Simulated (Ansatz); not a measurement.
C12H8F2I, that is bis(4-fluorophenyl)iodonium with one electron more. Total charge 0; doublet. Geometry r2SCAN-D4/def2-SVP; atoms count from 1.

Cartesian coordinates in Å:
```
F 0.222 2.430 3.915
C 0.452 2.070 2.643
C 0.601 0.714 2.347
C 0.840 0.334 1.017
C 0.917 1.345 0.078
I 2.390 -1.014 -3.059
C 0.552 -1.399 -2.088
C -0.483 -0.462 -2.177
C -1.688 -0.701 -1.511
C -1.831 -1.870 -0.767
F -2.982 -2.096 -0.124
C -0.808 -2.812 -0.676
C 0.397 -2.574 -1.345
C 0.775 2.693 0.337
C 0.533 3.067 1.669
H 0.526 -0.023 3.152
H 0.952 -0.721 0.749
H -0.355 0.456 -2.755
H -2.512 0.016 -1.554
H -0.961 -3.719 -0.085
H 1.208 -3.303 -1.280
H 0.846 3.454 -0.447
H 0.409 4.114 1.962
```

In the def2 sets I takes a core potential; there is no spin–orbit coupling. In the doublet geometry the species has come apart into loosely held pieces.

Problem. Estimate the Mulliken populations from the PBE0/def2-SVP orbitals of Ansatz.

Solution. 
```csv
atom,charge (e),spin (α − β)
F1,-0.21,0.00
C2,0.27,-0.05
C3,-0.08,0.07
C4,-0.06,-0.10
C5,0.04,1.03
I6,0.07,0.00
C7,-0.20,0.01
C8,0.03,-0.01
C9,-0.07,0.01
C10,0.29,-0.01
F11,-0.20,0.00
C12,-0.09,0.01
C13,0.00,-0.01
C14,-0.06,-0.09
C15,-0.09,0.08
H16,0.04,0.01
H17,0.05,0.02
H18,0.04,0.00
H19,0.04,0.00
H20,0.04,0.00
H21,0.04,0.00
H22,0.05,0.02
H23,0.04,0.01
```
Mulliken values depend strongly on the basis.

Problem. Where does the spin sit?

Solution. Summed by element: F 0.00, C 0.94, I 0.00, H 0.06, of 1 unpaired in all. Largest on single atoms: C5 1.03, C4 -0.10, C14 -0.09.

Problem. And the Mayer bond orders between heavy atoms (over 0.3)?

Solution. F1–C2 1.04 (1.34 Å); C2–C3 1.38 (1.40 Å); C2–C15 1.38 (1.40 Å); C3–C4 1.37 (1.40 Å); C4–C5 1.43 (1.38 Å); C5–C14 1.44 (1.38 Å); I6–C7 1.03 (2.11 Å); C7–C8 1.39 (1.40 Å); C7–C13 1.39 (1.40 Å); C8–C9 1.39 (1.40 Å); C9–C10 1.37 (1.39 Å); C10–F11 1.06 (1.34 Å); C10–C12 1.36 (1.39 Å); C12–C13 1.38 (1.40 Å); C14–C15 1.36 (1.41 Å).
